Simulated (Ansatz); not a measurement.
## Which is lower?

The two ends of one reaction step of CH₉AsGe, singlet (PBE0-D4/def2-TZVP).

A:

```xyz
12
angstrom
Ge -0.7338 -0.4736 0.4089
H 2.7144 0.9910 1.2588
H -2.1364 -1.1096 0.3444
H -0.1844 -0.6497 1.8381
C -0.8270 1.4233 -0.0533
H 2.7003 0.5136 0.6843
As 0.8183 -1.5723 -1.1037
H -1.2144 1.5455 -1.0655
H -1.4873 1.9473 0.6392
H 0.1654 1.8718 -0.0005
H -0.1732 -1.5238 -2.2588
H 0.3579 -2.9632 -0.6918
```

B:

Ge1  (-0.555, 0.532, 0.470)
H2  (0.828, 0.549, -0.211)
H3  (-1.509, -0.316, -0.389)
H4  (-0.412, -0.128, 1.852)
C5  (-1.237, 2.355, 0.648)
H6  (2.731, -2.098, -0.642)
As7  (1.346, -2.725, -0.618)
H8  (-1.332, 2.821, -0.333)
H9  (-2.217, 2.346, 1.127)
H10  (-0.558, 2.955, 1.256)
H11  (1.038, -2.235, -2.025)
H12  (1.876, -4.055, -1.134)
(Å)

Ansatz 0.2.0; basis: def2-TZVPP; cores frozen in the correlated methods. Filled d shells of the heavier atoms are correlated. The def2 sets are not built for correlating such inner shells, so the correlated values are less sure here. B3LYP uses VWN-RPA correlation.

Task: Which structure is lower at CCSD(T), and by how much? (To be estimated.)

Result: By the calculation: A, by 14.9 kJ/mol (electronic energy, against the other). By their contacts, A is a complex of CH₇AsGe ([CH3][GeH2][AsH2]) + H₂ and B is a complex of CH₆Ge ([CH3][GeH3]) + AsH₃.

Task: Do the other methods give the same order? (Judge from chemistry; the calculation decides.)

Result: Computed: Not all: HF gives the other order.

| method | E(B) − E(A) (kJ/mol) |
| --- | --- |
| SPW92 | 14.3 |
| PBE-D4 | 22.9 |
| BLYP-D4 | 20.4 |
| r2SCAN-D4 | 19.3 |
| B97M-V | 2.5 |
| PBE0-D4 | 19.7 |
| B3LYP-D4 | 17.0 |
| r2SCAN0-D4 | 17.9 |
| BHLYP-D4 | 12.9 |
| CAM-B3LYP-D4 | 9.0 |
| wB97X-V | 12.3 |
| wB97M-V | 14.3 |
| B2PLYP | 14.3 |
| PBE-QIDH | 18.0 |
| RPA on PBE | 11.3 |
| HF | -3.2 |
| MP2 | 24.0 |
| CCSD | 10.8 |
| CCSD(T) | 14.9 |

T1 diagnostic: at most 0.011.

Labels in which every atom is bracketed show which atoms are joined, not bond orders.

For scale, one of the runs: CCSD(T)/def2-TZVPP, 253 basis functions, launched by `ansatz run in.yaml --threads 8 --pin off --events-out ev --progress --plain --max-ram 19148MiB`. Hardware: 8 CPU threads of an Arm Neoverse V2, shared host. Wall time 2.5 min; peak host memory 5.6 GiB.
